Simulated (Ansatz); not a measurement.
`N=C([SiH3])O[SiH3]` + `CBF` → `FBC[SiH3]` + `N=C(O)[SiH3]`  (formal exchange of groups at the Si–O bond)

Computed with Ansatz on PBE0-D4/def2-TZVP structures; ΔE is electronic, products minus reactants. CBS: MP2 limit from def2 TZ/QZ plus the TZ coupled-cluster correction, frozen cores. This one scheme is used for every species. Each species was taken in one conformer, which may not be the lowest.

`N=C([SiH3])O[SiH3]`:

```xyz
12

N     1.066   -0.303    0.924
C     0.144    0.274    0.276
Si   -0.502    2.050    0.474
O    -0.490   -0.418   -0.688
Si    0.000   -2.015   -0.960
H     1.484    0.295    1.628
H    -1.942    2.014    0.827
H    -0.314    2.786   -0.800
H     0.282    2.688    1.561
H     1.408   -2.079   -1.410
H    -0.903   -2.428   -2.061
H    -0.233   -2.863    0.230
```

`CBF`:

Cartesian coordinates in Å:
```
C -0.200 0.287 -0.592
B 0.246 -0.356 0.749
F 1.034 -1.422 0.757
H 0.188 -0.220 -1.478
H 0.111 1.338 -0.618
H -1.294 0.311 -0.645
H -0.086 0.062 1.826
```

`FBC[SiH3]`:

Z-matrix (Å, degrees):
```
C
B 1 1.543
Si 1 1.888 2 110.7
H 1 1.094 2 112.5 3 -119.3
H 1 1.094 2 111.4 3 117.0
F 2 1.328 1 119.8 3 93.6
H 2 1.201 1 123.7 3 -84.0
H 3 1.486 1 109.6 2 178.4
H 3 1.487 1 110.4 2 58.6
H 3 1.486 1 110.4 2 -61.6
```

`N=C(O)[SiH3]`:

Z-matrix (Å, degrees):
```
Si
C 1 1.901
H 1 1.483 2 109.8
H 1 1.483 2 109.9 3 120.8
H 1 1.484 2 106.7 3 -119.5
O 2 1.347 1 112.8 3 -61.0
N 2 1.265 1 127.8 3 118.9
H 6 0.970 2 106.7 1 179.9
H 7 1.015 2 111.9 1 0.1
```

| level | ΔE (kJ/mol) |
| --- | --- |
| SCS-MP2/def2-QZVPP | 80.2 |
| MP2/CBS(def2) | 77.0 |

Problem. What does CCSD(T)/CBS give? (Estimate.)

Solution. The calculation gave: +75.3 kJ/mol. The listed levels differ from it by 4.9, 1.7 kJ/mol.

Largest T1 diagnostic among the species: 0.014.

From PBE to PBE0 (25 % exact exchange), in def2-TZVPP and without D4, ΔE moves by +3.1 kJ/mol. In def2-TZVPP, CCSD(T) changes the Hartree–Fock value by −11.7 kJ/mol (the triples alone add −1.2 kJ/mol) and MP2 by −9.9 kJ/mol.
